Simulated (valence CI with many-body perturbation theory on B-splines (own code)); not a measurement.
**I⁴⁷⁺: key properties**

Method: configuration interaction combined with many-body perturbation theory (CI+MBPT): four valence electrons over a frozen Dirac-Fock core [He], radial functions for each j: 11 s, 11 p, 10 d, 8 f, 5 g, 2 h, with the one-electron correlation potential Σ1 (screened to all orders), the two-electron term Σ2, the three-electron term Σ3, Breit, model QED; selected single and double excitations, second order for the rest, scaled by the run's own slope (own B-spline code, finite nucleus).

No measured spectrum was set against this ion. As an estimate, large intervals hold to a few tenths of a per cent, small ones and those within an open d or f shell to about a per cent. Among the levels kept, up to 870 cm⁻¹ of a level comes from second order outside the variational space, and about a tenth of that is noise between levels of different J, which matters for small intervals.

Levels are named by their leading jj configuration (3d3/2^4 stands for four electrons in 3d with j = 3/2), which in mixed levels can hold well under half, so a name can repeat and another be missing.

Rates and lifetimes use the calculated energies. Strong lines usually hold to 10 to 20 %, long lifetimes can be off by a factor of two.

Task: What is the ground level?

Result: (2s^2 2p1/2^2) J=0, composition 71 % 2s2 2p2 3P + 29 % 2s2 2p2 1S.

Task: Where does the other parity begin?

Result: At (2s 2p1/2^2 2p3/2) J=2, 486.0 eV.

Task: Among levels below 6069.9 eV, which E1 lines absorb most strongly from the ground level?

Result: to (2s 2p1/2^2 3p1/2) J=1 at 0.2457 nm, f = 1.17; to (2s 2p1/2^2 3p3/2) J=1 at 0.2403 nm, f = 0.358; to (2s^2 2p1/2 3d3/2) J=1 at 0.2449 nm, f = 0.309.

Task: Name the longest-lived excited levels whose lifetime is computed, and their main decay.

Result: (2s^2 2p1/2 2p3/2) J=2 at 320.7 eV lives 4.06 μs, mostly by E2 to (2s^2 2p1/2^2) J=0; (2s^2 2p1/2 2p3/2) J=1 at 305.3 eV lives 5.33 ns, mostly by M1 to (2s^2 2p1/2^2) J=0.

Task: What is the ionisation energy?

Result: 8602.1 eV; NIST lists 8601 ± 4 eV (theoretical).
